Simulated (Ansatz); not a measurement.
Compare A (`[SiH3]C/C=C/Cl`) with its isomer B (`[SiH3]C1(Cl)CC1`).

Program: Ansatz. Geometries: PBE0-D4/def2-TZVP. ΔE: electronic, gas phase. CBS: MP2 limit from def2 TZ/QZ plus the TZ coupled-cluster correction, frozen cores. DFT in def2-TZVPP. B3LYP here is the variant with VWN-RPA as its local correlation; programs differ in this. One conformer a species, not always the lowest.

Question: Which isomer does CCSD(T)/CBS put lower? Give the gap. (Best estimate.)

Answer: Computed: A, by 6.8 kcal/mol.

Question: Give E(B) − E(A) in kcal/mol with ωB97M-V, MP2/def2-TZVPP, r2SCAN-D4, CCSD(T)/def2-TZVPP, HF/def2-TZVPP, PBE-D4, B3LYP-D4. (Best estimate.)

Answer: Computed: ωB97M-V 5.4, MP2/def2-TZVPP 4.4, r2SCAN-D4 6.3, CCSD(T)/def2-TZVPP 7.0, HF/def2-TZVPP 9.5, PBE-D4 6.4, B3LYP-D4 8.9. None reverses the order clearly.

Largest T1 diagnostic: 0.011.

The D4 term adds −1.2 kcal/mol with B3LYP and −0.5 kcal/mol with PBE0; it sums over pairs of atoms, weighted by their polarisabilities, and B3LYP, whose exchange is more repulsive, gets the larger term. From PBE to PBE0 (25 % exact exchange), in def2-TZVPP and without D4, E(B) − E(A) moves by −1.9 kcal/mol.
